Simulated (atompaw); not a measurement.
# Before and after: PAW (atompaw) potential for Ga (Z = 31)

atompaw 4.2.0.5 input, output lines left out:

```
Ga 31
GGA-PBESOL scalarrelativistic loggrid 1500 logderivrange -3 5 201
4 4 3 0 0 0
4 1 1
0 0 0
c
c
c
v
c
c
v
v
2
2.95 2.65 2.90 2.50
y
4.3
n
y
3.05
n
y
-1
n
modrrkj vanderbiltortho gaussian
3 0 vpsmatchnc
2.20
2.95
2.95
2.95
1.15
1.15
```

Change: local potential troulliermartins scheme with l = 3 at 0 Ry, radius 2.90 bohr.

Cutoffs: the cutoffs (Ry, on a coarse ladder) from which the occupation-weighted sum of valence levels, in a spherical-Bessel basis at the reference potential, stays within 10 and 1 mRy of its value at 400 Ry; they do not see the model core or the augmentation charge, which bear on the density cutoff.

**Question.** What does the change do?

**Answer.** The potential gets neither clearly harder nor softer (80 Ry and 110 Ry → 80 Ry and 110 Ry); the range in which the d phases agree narrows (upper end at the end of the scan → 2.8); neither file shows a bound ghost.

```tsv
quantity	base	changed
cutoff, loose	80 Ry	80 Ry
cutoff, tight	110 Ry	110 Ry
bound ghosts	none	none
s: phases at 2.97 bohr within 0.05 rad from the reference energy up to (Ry; the scan ends near 5)	1.6	1.6
p: phases at 2.97 bohr within 0.05 rad from the reference energy up to (Ry; the scan ends near 5)	n/a	2.8
d: phases at 2.97 bohr within 0.05 rad from the reference energy up to (Ry; the scan ends near 5)	to the end of the scan	2.8
lowest overlap eigenvalue by channel	s 0.55, p 0.39, d 0.00	s 0.60, p 0.41, d 0.00
```

 The cutoffs see the waves, projectors and local potential, not the compensation charge or the core.
